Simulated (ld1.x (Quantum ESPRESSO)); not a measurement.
# u(r) = r·R(r): atom against pseudo-atom (Cl)

Columns: radius, all-electron u(r) and pseudo u(r) of the 3p shell (level -8.60 eV) of chlorine in the configuration [Ne] 3s2 3p5; PBE, scalar-relativistic, ultrasoft scheme, ld1.x (Quantum ESPRESSO) 7.5.

| r (bohr) | all-electron | pseudo |
| --- | --- | --- |
| 0.085 | 0.1578 | -0.0097 |
| 0.170 | 0.3187 | -0.0382 |
| 0.255 | 0.3587 | -0.0839 |
| 0.340 | 0.2987 | -0.1440 |
| 0.425 | 0.1796 | -0.2152 |
| 0.510 | 0.0343 | -0.2936 |
| 0.595 | -0.1153 | -0.3751 |
| 0.680 | -0.2562 | -0.4556 |
| 0.765 | -0.3815 | -0.5315 |
| 0.850 | -0.4885 | -0.5997 |
| 0.935 | -0.5768 | -0.6582 |
| 1.020 | -0.6469 | -0.7055 |
| 1.105 | -0.6998 | -0.7411 |
| 1.190 | -0.7372 | -0.7653 |
| 1.275 | -0.7612 | -0.7792 |
| 1.360 | -0.7735 | -0.7840 |
| 1.445 | -0.7763 | -0.7815 |
| 1.530 | -0.7712 | -0.7731 |
| 1.615 | -0.7599 | -0.7602 |
| 1.700 | -0.7435 | -0.7435 |
| 1.785 | -0.7234 | -0.7234 |
| 1.870 | -0.7003 | -0.7003 |
| 1.955 | -0.6753 | -0.6753 |
| 2.040 | -0.6489 | -0.6489 |
| 2.125 | -0.6217 | -0.6217 |
| 2.210 | -0.5941 | -0.5941 |

Problem. How many radial nodes do the two functions have?

Solution. The all-electron 3p function has n − l − 1 = 1; the pseudo-wave has 0, since the states of the same l below it are removed with the core.

Problem. At about which radius was the pseudo-wave matched?

Solution. 1.70 bohr, where the columns begin to agree (steps of 0.09 bohr).

Problem. Is the pseudo-wave norm-conserving?

Solution. No, it belongs to an ultrasoft set: the norm inside the radius is not constrained, and the difference is carried by the augmentation charge.
